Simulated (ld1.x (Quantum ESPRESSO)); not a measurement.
## In (Z = 49), TM: configuration errors across variants

| Item | Value |
| --- | --- |
| Element | indium (In) |
| Generator | ld1.x (Quantum ESPRESSO) 7.5 |
| Type | norm-conserving Troullier–Martins (Kleinman–Bylander form) |
| Functional | PBEsol |
| Relativity | scalar-relativistic |
| Frozen core | [Kr] |
| Valence charge | 13 |
| Reference configuration | 4d10 5s2 5p1 |
| Partial waves | 5p (bound): rc 2.00 bohr; 4d (bound): rc 1.75 bohr; 5s (bound): rc 1.55 bohr |
| Local potential | the s channel |
| Core correction | a·sin(br)/r model core inside 0.90 bohr |

All-electron excitation energies from the reference (eV): (1) 4d10 5s2 5p0 5.361; (2) 4d10 5s1 5p0 24.638; (3) 4d10 5s0 5p0 52.904; (4) 4d9 5s2 5p2 18.259; (5) 4d10 5s1 5p2 5.877; (6) 4d10 5s1 5p1 12.014; (7) 4d10 5s2 5p1.3 -0.531.

3 further variants failed, have other tests or too few solved ones, and are left out.

A true bound ghost makes a file unfit for plane-wave use even where its test errors are small: the radial tests pick states by their node count and pass the ghost by.

Errors AE − PS in meV (a dash: test not solved or not reliable):

```csv
change,(1),(2),(3),(4),(5),(6),(7),bound ghosts
base,-1.8,-0.4,-41,-110,-1.2,+0.7,0.0,p
wave 5s (bound): rc 1.55 bohr becomes 5s (bound): rc 1.94 bohr,-1.7,-15,-66,-249,-2.1,-3.1,+0.1,none
wave 5p (bound): rc 2.00 bohr becomes 5p (bound): rc 1.42 bohr,-1.8,+0.5,-47,-92,-5.4,-3.5,0.0,p
core correction a·sin(br)/r model core inside 1.72 bohr,-1.2,+0.7,-20,-67,+2.1,+2.8,+0.1,p
```

Problem. Give the same row for: wave 4d (bound): rc 1.75 bohr becomes 4d (bound): rc 1.28 bohr.

Solution. -1.9, -1.1, -42, -126, -1.0, +0.6, +0.1; bound ghosts: p.
